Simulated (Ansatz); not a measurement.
One change: `B1O[SiH2]1` becomes `OC[SiH]1BO1`.

Ansatz, PBE0-D4/def2-TZVP geometries, multiplicity 1. Each molecule was computed in one conformer, which needn't be the lowest.

| property | `B1O[SiH2]1` |
| --- | --- |
| HOMO–LUMO gap (PBE0/def2-TZVPP) / eV | 6.10 |
| HOMO–LUMO gap (PBE/def2-TZVPP) / eV | 3.94 |
| LUMO energy (PBE/def2-TZVPP) / eV | -2.04 |
| size of the dipole moment (ωB97M-V/def2-TZVPP) / D | 1.19 |
| HOMO energy (PBE0/def2-TZVPP) / eV | -7.11 |
| LUMO energy (ωB97M-V/def2-TZVPP) / eV | 1.00 |

**Question.** Give the same properties after the change, and the shifts. (Estimate.)

**Answer.** Computed: 
```json
{"property": "HOMO–LUMO gap (PBE0/def2-TZVPP) / eV", "`OC[SiH]1BO1`": "5.87", "shift": "-0.23"}
{"property": "HOMO–LUMO gap (PBE/def2-TZVPP) / eV", "`OC[SiH]1BO1`": "3.68", "shift": "-0.26"}
{"property": "LUMO energy (PBE/def2-TZVPP) / eV", "`OC[SiH]1BO1`": "-2.05", "shift": "-0.01"}
{"property": "size of the dipole moment (ωB97M-V/def2-TZVPP) / D", "`OC[SiH]1BO1`": "1.21", "shift": "0.02"}
{"property": "HOMO energy (PBE0/def2-TZVPP) / eV", "`OC[SiH]1BO1`": "-6.93", "shift": "0.18"}
{"property": "LUMO energy (ωB97M-V/def2-TZVPP) / eV", "`OC[SiH]1BO1`": "0.90", "shift": "-0.10"}
```

With PBE0 the HOMO rises by 0.18 eV and the LUMO falls by 0.05 eV, so the gap narrows by about 0.23 eV. PBE moves the HOMO by 0.26 eV and ωB97M-V by 0.17 eV. Dipoles are sizes alone; their direction can turn.
